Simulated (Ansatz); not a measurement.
Frontier orbitals of Cl$_{3}$HSSn (`[SH][Sn]([Cl])([Cl])[Cl]`).

Z-matrix (Å, degrees):
```
Sn
Cl 1 2.295
Cl 1 2.301 2 108.8
S 1 2.364 2 108.0 3 122.4
Cl 1 2.301 2 108.9 3 -115.4
H 4 1.346 1 91.8 2 179.0
```

Charge 0, multiplicity 1. Correlated methods include outer-core shells of Sn, which these sets cover unevenly. Sn takes the def2 core potential. The geometry is a stationary point of PBE0-D4/def2-TZVP. It is one conformer, not always the lowest. Basis def2-TZVPP, Ansatz 0.2.0.

Orbital energies of one run (eV). Highest occupied ones, from the top: -7.13, -7.99, -8.09, -8.14, -8.17, -8.38, -8.39, -9.42, -9.93, -9.99, -10.98, -13.18, -18.83, -20.29. Empty: -3.63, -1.21, -0.81, -0.77, -0.44, 1.83.

(1) Which functional gave them?
A. ωB97X-V
B. r2SCAN0
C. revPBE
D. r2SCANh

Answers

(1) C. HOMO energies: revPBE -7.13, r2SCAN0 -8.69, r2SCANh -7.99, ωB97X-V -10.88 eV.
